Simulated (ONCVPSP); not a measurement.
# indium: one change to an ONCV potential, before and after

In, optimised norm-conserving Vanderbilt (ONCV), made with ONCVPSP 4.0.1 (LDA (Perdew-Zunger), scalar-relativistic). Core [Kr], reference 4d10 5s1.5 5p1.5. Waves: 5s: rc 2.30 bohr, ncon 3, nbas 8, qcut 3.2 1/bohr, 2 projectors, debl 2.2 Ha; 5p: rc 2.30 bohr, ncon 4, nbas 9, qcut 3.2 1/bohr, 2 projectors, debl 0.7 Ha; 4d: rc 1.10 bohr, ncon 3, nbas 7, qcut 8.9 1/bohr, 2 projectors, debl 2.5 Ha. Local part: polynomial inside 0.75 bohr (lpopt 5, dvloc0 0 Ha). Core correction: Teter function, fcfact 2, rcfact 1.7.

Change: d: qcut 7.5.

Cutoffs: the cutoffs (Ha) at which the residual kinetic energy of the hardest occupied pseudo-wave falls to 1 and 0.1 mHa per electron; they do not see the model core or the augmentation charge, which bear on the density cutoff. Errors are all-electron minus pseudo energies relative to the spin-unpolarised reference configuration.

Task: What does the change do?

Result: The potential gets harder (38 Ha and 97 Ha → 126 Ha and 201 Ha); both files keep a bound ghost (p, s); the errors of the 3 common tests hardly move.

| quantity | base | changed |
| --- | --- | --- |
| cutoff, loose | 38 Ha | 126 Ha |
| cutoff, tight | 97 Ha | 201 Ha |
| loose cutoff by channel | s 4.7 Ha, p 4.1 Ha, d 38 Ha | s 4.7 Ha, p 4.1 Ha, d 126 Ha |
| bound ghosts | s, p | s, p |
| GHOST(+) flags under 300 eV | s at 46.0 eV | s at 46.0 eV |
| tests with a reliable result | 3 of 4 | 3 of 4 |
| error for 4d10 5s2 5p1, meV [ΔE -2.93 eV] | -1.3 | -1.3 |
| error for 4d10 5s2 5p0, meV [ΔE 2.66 eV] | -3.9 | -3.8 |
| error for 4d10 5s1 5p0, meV [ΔE 22.32 eV] | -12 | -11 |
| s: phases at 2.34 bohr within 0.05 rad from the reference energy up to (Ha; the scan ends near 5) | 2.9 | 2.9 |
| p: phases at 2.34 bohr within 0.05 rad from the reference energy up to (Ha; the scan ends near 5) | 2.4 | 2.4 |
| d: phases at 1.12 bohr within 0.05 rad from the reference energy up to (Ha; the scan ends near 5) | to the end of the scan | to the end of the scan |
| rms error of d²Exc/dni dnj with the model core, mHa | 1.17 | 1.17 |

 A true bound ghost makes a file unfit for plane-wave use even where its test errors are small: the radial tests pick states by their node count and pass the ghost by.
